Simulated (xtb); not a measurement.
H5O7Si2, doublet, from a rough starting geometry; GFN2-xTB (xtb).

Here is a job for xtb.
```
$ xtb mol.xyz --gfn 2 --uhf 1 --opt vtight --json

# file mol.xyz
14

O     -1.40904348     1.07256885     0.91294110
Si    -1.57883981    -0.39754259     0.25521529
O     -2.65615200    -0.63626272    -0.92724371
O     -1.74427101    -1.66555219     1.30531076
O     -0.08452329    -0.33963871    -0.52270340
Si     1.36500812     0.39150062    -0.17525934
O      1.42668065     1.18300404     1.17003796
O      2.51238761    -0.69955715    -0.30081225
O      1.44649326     1.38041532    -1.51249400
H     -2.74795123     0.02878584    -1.60624083
H     -2.09509638    -2.45888851     1.05479817
H      0.60258441     1.47216804     1.59586114
H      2.67543990    -1.21779795     0.43813953
H      2.23361547     1.94075404    -1.65099682
```

It wrote (shortened):

```
   ID    Z sym.   atoms
    1    8 O      1, 3-5, 7-9
    2   14 Si     2, 6
    3    1 H      10-14

           -------------------------------------------------
          |                Calculation Setup                |
           -------------------------------------------------

           -------------------------------------------------
          |                 G F N 2 - x T B                 |
           -------------------------------------------------

          ...................................................
          :                      SETUP                      :
          :.................................................:
          :  # basis functions                  53          :
          :  # atomic orbitals                  51          :
          :  # shells                           25          :
          :  # electrons                        55          :
          :  max. iterations                   250          :
          :  Hamiltonian                  GFN2-xTB          :
          :  restarted?                      false          :
          :  GBSA solvation                  false          :
          :  PC potential                    false          :
          :  electronic temp.          300.0000000     K    :
          :  accuracy                    1.0000000          :
          :  -> integral cutoff          0.2500000E+02      :
          :  -> integral neglect         0.1000000E-07      :
          :  -> SCF convergence          0.1000000E-05 Eh   :
          :  -> wf. convergence          0.1000000E-03 e    :
          :  Broyden damping             0.4000000          :
          :  net charge                          0          :
          :  unpaired electrons                  1          :
          ...................................................

 iter      E             dE          RMSdq      gap      omega  full diag
   1    -34.8923591 -0.348924E+02  0.824E+00   10.15       0.0  T
   2    -34.9421156 -0.497565E-01  0.502E+00    9.44       1.0  T
   3    -34.9356344  0.648128E-02  0.188E+00    8.80       1.0  T
   4    -34.9282650  0.736940E-02  0.134E+00    9.12       1.0  T
   5    -34.9472314 -0.189664E-01  0.839E-01    9.04       1.0  T
   6    -34.9515281 -0.429673E-02  0.199E-01    9.24       1.0  T
   7    -34.9516615 -0.133388E-03  0.126E-01    9.18       1.0  T
   8    -34.9516977 -0.361655E-04  0.545E-02    9.20       1.0  T
   9    -34.9517042 -0.652813E-05  0.150E-02    9.20       1.8  T
  10    -34.9517051 -0.869490E-06  0.516E-03    9.19       5.2  T
  11    -34.9517052 -0.151287E-06  0.226E-03    9.19      11.8  T
  12    -34.9517052  0.464975E-08  0.143E-03    9.19      18.6  T
  13    -34.9517052 -0.738162E-08  0.903E-04    9.19      29.6  T
  14    -34.9517052 -0.916712E-08  0.139E-04    9.19     193.0  T

   *** convergence criteria satisfied after 14 iterations ***

         :::::::::::::::::::::::::::::::::::::::::::::::::::::
         ::                     SUMMARY                     ::
         :::::::::::::::::::::::::::::::::::::::::::::::::::::
         :: total energy             -34.743370980850 Eh    ::
         :: gradient norm              0.146009745210 Eh/a0 ::
         :: HOMO-LUMO gap              9.192294028534 eV    ::
         ::.................................................::
         :: SCC energy               -34.951662419298 Eh    ::
         :: -> isotropic ES            0.186066161763 Eh    ::
         :: -> anisotropic ES         -0.013541765358 Eh    ::
         :: -> anisotropic XC         -0.007646608673 Eh    ::
         :: -> dispersion             -0.011042640999 Eh    ::
         :: repulsion energy           0.208291438448 Eh    ::
         :: add. restraining           0.000000000000 Eh    ::
         :: total charge              -0.000000000000 e     ::
         :::::::::::::::::::::::::::::::::::::::::::::::::::::

      -----------------------------------------------------------
     |                   =====================                   |
     |                        A N C O P T                        |
     |                   =====================                   |
     |               Approximate Normal Coordinate               |
     |                Rational Function Optimizer                |
      -----------------------------------------------------------
      -----------------------------------------------------------
     |                   =====================                   |
     |                        A N C O P T                        |
     |                   =====================                   |
     |               Approximate Normal Coordinate               |
     |                Rational Function Optimizer                |
      -----------------------------------------------------------

          ...................................................
          :                      SETUP                      :
          :.................................................:
          :   optimization level         verytight          :
          :   max. optcycles                   280          :
          :   ANC micro-cycles                  20          :
          :   degrees of freedom                36          :
          :.................................................:
          :   RF solver                   davidson          :
          :   write xtbopt.log                true          :
          :   linear?                        false          :
          :   energy convergence         0.1000000E-06 Eh   :
          :   grad. convergence          0.2000000E-03 Eh/α :
          :   maxmium RF displ.          1.0000000          :
          :   Hlow (freq-cutoff)         0.1000000E-01      :
          :   Hmax (freq-cutoff)         5.0000000          :
          :   S6 in model hess.         20.0000000          :
          ...................................................

generating ANC from exact Hessian ...
[...]
 * total energy  :   -34.7582724 Eh     change       -0.1749547E-05 Eh
 * total energy  :   -34.7582750 Eh     change       -0.2618782E-05 Eh
 * total energy  :   -34.7582781 Eh     change       -0.3015004E-05 Eh
 * total energy  :   -34.7582812 Eh     change       -0.3175567E-05 Eh
 * total energy  :   -34.7582839 Eh     change       -0.2620800E-05 Eh
 * total energy  :   -34.7582849 Eh     change       -0.1062367E-05 Eh
 * total energy  :   -34.7582855 Eh     change       -0.6290800E-06 Eh
 * total energy  :   -34.7582860 Eh     change       -0.4183616E-06 Eh
 * total energy  :   -34.7582862 Eh     change       -0.2351184E-06 Eh
 * total energy  :   -34.7582864 Eh     change       -0.1748402E-06 Eh
 * total energy  :   -34.7582865 Eh     change       -0.1192341E-06 Eh
 * total energy  :   -34.7582866 Eh     change       -0.8136110E-07 Eh
   *** GEOMETRY OPTIMIZATION CONVERGED AFTER 63 ITERATIONS ***
         :: total energy             -34.758286578815 Eh    ::
[...]
         :: -> dispersion             -0.011026953020 Eh    ::
         :: repulsion energy           0.203050345645 Eh    ::
         :: add. restraining           0.000000000000 Eh    ::
         :: total charge               0.000000000129 e     ::
         :::::::::::::::::::::::::::::::::::::::::::::::::::::

           -------------------------------------------------
          |                Property Printout                |
           -------------------------------------------------

    * Orbital Energies and Occupations

         #    Occupation            Energy/Eh            Energy/eV
      -------------------------------------------------------------
         1        2.0000           -0.8410919             -22.8873
       ...           ...                  ...                  ...
        16        2.0000           -0.5224563             -14.2168
        17        2.0000           -0.5081856             -13.8284
        18        2.0000           -0.5051123             -13.7448
        19        2.0000           -0.4976776             -13.5425
        20        2.0000           -0.4951555             -13.4739
        21        2.0000           -0.4855199             -13.2117
        22        2.0000           -0.4824230             -13.1274
        23        2.0000           -0.4770295             -12.9806
        24        2.0000           -0.4723698             -12.8538
        25        2.0000           -0.4691795             -12.7670
        26        2.0000           -0.4655600             -12.6685
        27        1.9999           -0.4619821             -12.5712
        28        1.0001           -0.4448207             -12.1042 (HOMO)
        29                         -0.1096330              -2.9833 (LUMO)
        30                         -0.0834637              -2.2712
        31                         -0.0761520              -2.0722
        32                         -0.0417050              -1.1349
        33                         -0.0342486              -0.9320
        34                         -0.0152246              -0.4143
        35                          0.0339496               0.9238
        36                          0.0882158               2.4005
        37                          0.1019284               2.7736
        38                          0.1239096               3.3718
        39                          0.1475980               4.0163
       ...                                ...                  ...
        51                          0.9484071              25.8075
      -------------------------------------------------------------
                  HL-Gap            0.3351878 Eh            9.1209 eV
             Fermi-level           -0.3653086 Eh           -9.9406 eV

     #   Z          covCN         q      C6AA      α(0)
     1   8 O        0.771    -0.375    21.232     6.176
     2  14 Si       3.282     0.697   117.322    22.129
     3   8 O        1.576    -0.475    22.415     6.389
     4   8 O        1.576    -0.468    22.263     6.367
     5   8 O        1.538    -0.382    20.583     6.120
     6  14 Si       3.289     0.719   115.390    21.886
     7   8 O        1.575    -0.461    22.116     6.346
     8   8 O        1.576    -0.466    22.227     6.362
     9   8 O        1.576    -0.445    21.793     6.299
    10   1 H        0.812     0.321     0.660     1.276
    11   1 H        0.813     0.329     0.639     1.255
    12   1 H        0.814     0.350     0.586     1.202
    13   1 H        0.811     0.330     0.636     1.252
    14   1 H        0.813     0.326     0.647     1.263

 Mol. C6AA /au·bohr⁶  :       3268.114824
 Mol. C8AA /au·bohr⁸  :     113190.861657
 Mol. α(0) /au        :         94.320829

Wiberg/Mayer (AO) data.
largest (>0.10) Wiberg bond orders for each atom

 ---------------------------------------------------------------------------
     #   Z sym  total        # sym  WBO       # sym  WBO       # sym  WBO
 ---------------------------------------------------------------------------
     1   8 O    1.844 --     2 Si   1.334     5 O    0.336
     2  14 Si   4.470 --     1 O    1.334     4 O    1.164     3 O    1.138
                             5 O    0.840
     3   8 O    2.164 --     2 Si   1.138    10 H    0.883
     4   8 O    2.175 --     2 Si   1.164    11 H    0.877
     5   8 O    2.278 --     6 Si   0.899     2 Si   0.840     1 O    0.336
     6  14 Si   4.393 --     7 O    1.181     9 O    1.156     8 O    1.150
                             5 O    0.899
     7   8 O    2.195 --     6 Si   1.181    12 H    0.842
     8   8 O    2.182 --     6 Si   1.150    13 H    0.875
     9   8 O    2.203 --     6 Si   1.156    14 H    0.882
    10   1 H    0.897 --     3 O    0.883
    11   1 H    0.892 --     4 O    0.877
    12   1 H    0.877 --     7 O    0.842
    13   1 H    0.891 --     8 O    0.875
    14   1 H    0.894 --     9 O    0.882
 ---------------------------------------------------------------------------

Topologies differ in total number of bonds
Writing topology from bond orders to xtbtopo.mol

molecular dipole:
                 x           y           z       tot (Debye)
 q only:        0.279      -0.577      -0.216
   full:       -0.001      -0.820      -0.403       2.323
molecular quadrupole (traceless):
                xx          xy          yy          xz          yz          zz
 q only:        3.256       1.000       0.833       1.832      -2.657      -4.089
  q+dip:        1.566      -0.433       2.074       3.505      -2.648      -3.640
   full:        4.267       0.508       0.515       2.066      -3.705      -4.782

optimized geometry written to: xtbopt.xyz

           -------------------------------------------------
          | TOTAL ENERGY              -34.758286578815 Eh   |
          | GRADIENT NORM               0.000083833425 Eh/α |
          | HOMO-LUMO GAP               9.120924160362 eV   |
           -------------------------------------------------
```
